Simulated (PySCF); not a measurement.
# EPR parameters of C6H5F2O2

Species: C6H5F2O2 (doublet state).
Atom-mapped SMILES: `[CH:1]#[C:2]/[C:3](=[CH:4]\[O:5][CH2:6])[O:7][CH:8]([F:9])[F:10]` (hydrogens: H11 on C1; H12 on C4; H13, H14 on C6; H15 on C8)

Geometry (GFN2-xTB, Å), atoms numbered from 1 in this order:
```
atom  x, y, z in Å
C1     0.5119    2.3076    0.9269
C2     0.3729    1.1939    0.4864
C3     0.2400   -0.1008   -0.0260
C4    -0.9574   -0.6728   -0.3533
O5    -2.1029   -0.0254   -0.1934
C6    -3.2652   -0.5746   -0.5113
O7     1.3706   -0.8981   -0.2548
C8     2.5648   -0.4085    0.1233
F9     3.3965   -1.4424    0.3250
F10    3.1354    0.3356   -0.8619
H11    0.6044    3.2830    1.3008
H12   -0.9721   -1.6782   -0.7569
H13   -3.3213   -1.5680   -0.9188
H14   -4.1263    0.0365   -0.3409
H15    2.5443    0.2200    1.0332
```

The hyperfine couplings belong to this conformer and change with its torsions.

Computed, not measured: PySCF, UKS B3LYP, pcH-1 on C F H O, non-relativistic, mean-field spin-orbit, GIAO. Geometry: GFN2-xTB, one conformer, isolated molecule. A GFN2-xTB geometry isn't a minimum of the functional, and hyperfine couplings can be far from their values at a DFT geometry. No stability test was run, so a lower SCF solution isn't excluded.

```
g1, g2, g3                      : 2.00212, 2.00321, 2.00386
g_iso                           : 2.00306
Form of g                       : rhombic: the two nearest values differ by 37 % of g3 − g1
⟨S²⟩                            : 0.7618 (exact 0.7500)
α and β electrons               : 38, 37
HOMO–LUMO gap, α and β orbitals : 3.86, 4.62 eV
Total energy                    : -581.63315 Eh
```

Isotropic coupling and dipolar principal values T1 to T3, in MHz:

```
atom  isotope  a_iso     T1     T2     T3  Mulliken spin population
  C1      13C    7.4   -7.2   -5.2   12.4                      0.09
  C2      13C  -12.9   -4.3    0.3    4.0                     -0.04
  C3      13C   15.2  -13.6  -12.7   26.3                      0.14
  C4      13C  -14.7  -15.1    5.3    9.9                     -0.10
  O5      17O  -13.4  -47.9   22.8   25.1                      0.07
  C6      13C   79.1  -76.1  -73.8  149.9                      0.92
  O7      17O   -2.3   -7.6    3.4    4.2                      0.01
  C8      13C   -0.8   -0.4   -0.1    0.4                      0.00
  F9      19F    0.5   -1.3   -0.8    2.1                      0.00
 F10      19F    4.1   -2.1   -1.6    3.7                      0.00
 H11       1H   -7.0   -3.2   -0.5    3.7                      0.00
 H12       1H    4.8   -4.5   -4.1    8.6                      0.00
 H13       1H  -61.2  -36.1    0.3   35.7                     -0.04
 H14       1H  -62.3  -35.8    0.1   35.7                     -0.04
 H15       1H    0.3   -0.9   -0.5    1.4                      0.00
```

The Mulliken spin populations are largest on C6 (+0.92), C3 (+0.14), C4 (-0.10) and C1 (+0.09). The angles at C6 add up to 360.0°, so it is planar; its axial dipolar tensor and the negative couplings of its protons fit spin in a p orbital normal to that plane.

Axes: g3 points within 2° of the C6–H14 bond.

Under fast tumbling the dipolar parts average out, and these isotropic splittings remain: 1 × 1H (H14, I = 1/2, 2 lines) with 2.22 mT, 1 × 1H (H13, I = 1/2, 2 lines) with 2.18 mT, 1 × 1H (H11, I = 1/2, 2 lines) with 0.25 mT, 1 × 1H (H12, I = 1/2, 2 lines) with 0.17 mT and 2 × 19F (F9/F10, I = 1/2, 3 lines) with 0.08 mT.

Class means assume fast exchange of nuclei equivalent by connectivity; if that motion is slow, each nucleus keeps its own coupling. H13 and H14 aren't averaged: C6 is flat or nearly so (angle sum 360°), and its turn about the short C6–O5 bond (1.32 Å) is taken as slow.

The 13C coupling of C6 (79.1 MHz) shows only in satellite lines or after enrichment, since that isotope makes up about 1.07 % of natural carbon.

The 17O coupling of O5 (-13.4 MHz) shows only in satellite lines or after enrichment, since that isotope makes up about 0.038 % of natural oxygen.

The spin density at the nucleus, in bohr⁻³, is negative for H14 (-0.0139), H13 (-0.0137) and C4 (-0.0131), for instance. A restricted open-shell determinant has no negative spin density anywhere; here it arises because α and β orbitals differ (spin polarisation).

Time: 93 s of wall time (grids of density and orbitals included); peak memory 1.1 GiB. Hardware: one thread, Arm Neoverse V2 (aarch64), shared host with 32 logical CPUs at a one-minute load of 22.
